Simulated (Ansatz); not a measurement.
Mulliken charges of `[F][W]([F])([F])([F])([Cl])[Cl]` from ωB97M-V/def2-TZVPP in Ansatz (PBE0-D4/def2-TZVP geometry).

```json
{"atom": "F1", "x (Å)": "-0.346", "y (Å)": "-1.392", "z (Å)": "1.153", "charge (e)": "-0.219"}
{"atom": "W2", "x (Å)": "-0.037", "y (Å)": "0.021", "z (Å)": "0.018", "charge (e)": "1.140"}
{"atom": "F3", "x (Å)": "0.182", "y (Å)": "1.483", "z (Å)": "-1.074", "charge (e)": "-0.219"}
{"atom": "F4", "x (Å)": "-1.847", "y (Å)": "0.071", "z (Å)": "-0.345", "charge (e)": "-0.228"}
{"atom": "F5", "x (Å)": "-0.384", "y (Å)": "1.171", "z (Å)": "1.420", "charge (e)": "-0.228"}
{"atom": "Cl6", "x (Å)": "2.162", "y (Å)": "0.033", "z (Å)": "0.555", "charge (e)": "-0.123"}
{"atom": "Cl7", "x (Å)": "0.271", "y (Å)": "-1.387", "z (Å)": "-1.727", "charge (e)": "-0.123"}
```

Problem. By hand: the dipole of these point charges (1 e Å = 4.8032 D).

Solution. Σ q r = (0.203, -0.113, -0.098) e Å, of length 0.252 e Å = 1.21 D.

Problem. How does the dipole of the full density compare? (An estimate is asked.)

Solution. The calculation gave: (0.182, -0.101, -0.088) e Å, 1.09 D; the point charges give 1.11 times that, at 0° from its direction.

Point charges leave out the atoms' own dipoles, such as those of lone pairs, and Mulliken's split depends on the basis, so the close match here is no proof of good charges.
